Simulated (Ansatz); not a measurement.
Two structures, one formula

The two ends of one reaction step of BH$_{4}$ClO$_{3}$, singlet (PBE0-D4/def2-TZVP).

A:

B1  (-0.629, 0.203, 0.241)
Cl2  (2.495, -0.738, -1.460)
O3  (-0.688, 0.407, -1.099)
O4  (-1.688, 0.489, 1.048)
H5  (1.874, -0.659, -0.316)
O6  (0.516, -0.303, 0.823)
H7  (0.118, 0.169, -1.570)
H8  (-2.438, 0.836, 0.559)
H9  (0.440, -0.404, 1.774)
(Å)

B:

B1  (-0.521, 0.015, -0.913)
Cl2  (0.972, -0.757, -1.462)
O3  (-1.340, 0.669, -1.767)
O4  (-0.825, -0.075, 0.404)
H5  (2.163, -0.620, 1.773)
O6  (1.514, -0.117, 2.270)
H7  (-1.032, 0.675, -2.676)
H8  (-1.641, 0.382, 0.629)
H9  (0.710, -0.172, 1.742)
(Å)

Computed with Ansatz 0.2.0 (basis: def2-TZVPP); correlated methods freeze the cores. B3LYP uses VWN-RPA correlation.

(1) Which structure is lower at CCSD(T), and by how much? (Judge from chemistry; the value comes from the calculation.)

The T1 diagnostic stays at or below 0.011.

Results:

(1) The calculation gives: A, by 11.84 kcal/mol (electronic energy, against the other). By their contacts, A is a complex of BH₃O₃ ([OH][B]([OH])[OH]) + HCl and B is a complex of BH₂ClO₂ ([OH][B]([OH])[Cl]) + H₂O.

All methods give the same order:

```csv
method,E(B) − E(A) (kcal/mol)
SPW92,15.66
PBE-D4,11.33
BLYP-D4,12.14
r2SCAN-D4,12.25
B97M-V,12.18
PBE0-D4,11.63
B3LYP-D4,12.52
r2SCAN0-D4,12.41
BHLYP-D4,13.07
CAM-B3LYP-D4,13.60
wB97X-V,11.75
wB97M-V,11.86
B2PLYP,12.10
PBE-QIDH,11.71
RPA on PBE,11.17
HF,12.14
MP2,11.22
CCSD,12.01
CCSD(T),11.84
```

Labels in which every atom is bracketed show which atoms are joined, not bond orders.

For scale, one of the runs: CCSD(T)/def2-TZVPP, 222 basis functions, launched by `ansatz run in.yaml --threads 4 --pin off --events-out ev --progress --plain --max-ram 9574MiB`. The run took 120 s on 4 CPU threads of an Arm Neoverse V1 (shared host), with 3.7 GiB of host memory at its peak.
